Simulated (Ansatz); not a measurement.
`C=C[Si](C)(N)O` + `CCS[SiH3]` → `C[Si](C)(N)O` + `C=CCS[SiH3]`  (redistribution)

Computed with Ansatz on PBE0-D4/def2-TZVP structures; ΔE is electronic, products minus reactants. CCSD(T)/CBS adds triple-zeta CCSD(T) − MP2 to the extrapolated MP2 energy (def2 sets, frozen cores). This one scheme is used for every species. DFT in def2-TZVPP. B3LYP here is the variant with VWN-RPA as its local correlation; programs differ in this. Each species was taken in one conformer, which may not be the lowest.

```csv
level,ΔE (kcal/mol),difference from CCSD(T)/CBS
PBE-D4,-4.5,-0.8
PBE0-D4,-4.4,-0.7
ωB97X-V,-3.8,-0.1
ωB97M-V,-4.1,-0.4
B2PLYP,-3.5,0.2
PBE,-4.0,-0.3
B3LYP,-3.3,0.4
HF/def2-TZVPP,-2.1,1.6
MP2/def2-TZVPP,-4.1,-0.4
SCS-MP2/def2-TZVPP,-3.4,0.3
HF/def2-QZVPP,-2.1,1.6
MP2/def2-QZVPP,-4.2,-0.5
SCS-MP2/def2-QZVPP,-3.5,0.2
HF/CBS(def2),-2.1,1.6
MP2/CBS(def2),-4.3,-0.6
CCSD/CBS(def2),-3.5,0.2
CCSD(T)/CBS,-3.7,0
```

Largest T1 diagnostic among the species: 0.011.

In def2-TZVPP, CCSD(T) changes the Hartree–Fock value by −1.4 kcal/mol (the triples alone add −0.2 kcal/mol) and MP2 by −2.0 kcal/mol. The D4 term adds −0.8 kcal/mol with B3LYP and −0.4 kcal/mol with PBE0; it sums over pairs of atoms, weighted by their polarisabilities, and B3LYP, whose exchange is more repulsive, gets the larger term.
